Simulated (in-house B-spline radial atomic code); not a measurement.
S VII (S6+): [He] 2s2 2p6

Level of theory: non-relativistic HSE06, spin-polarised, spherical fractional occupations, point nucleus; calculated with a B-spline radial code for spherical atoms.

Effective charges: Z_r = [3n² - l(l+1)]/(2<r>) from the radius, Z_e = n√(-2ε) from the energy, and Slater's rules. Values are occupation-weighted means over spin.

```csv
shell,electrons,ε (eV),<r> (bohr),Z_r,Z_e,Slater
1s,2,-2530.5,0.09722,15.43,13.64,15.70
2s,2,-319.74,0.4754,12.62,9.70,11.85
2p,6,-264.08,0.4361,11.46,8.81,11.85
```

The least bound orbital is 2p at -264.1 eV, while the most diffuse is 2s (<r> = 0.4754 bohr against 0.4361 bohr): energy order and size order differ.
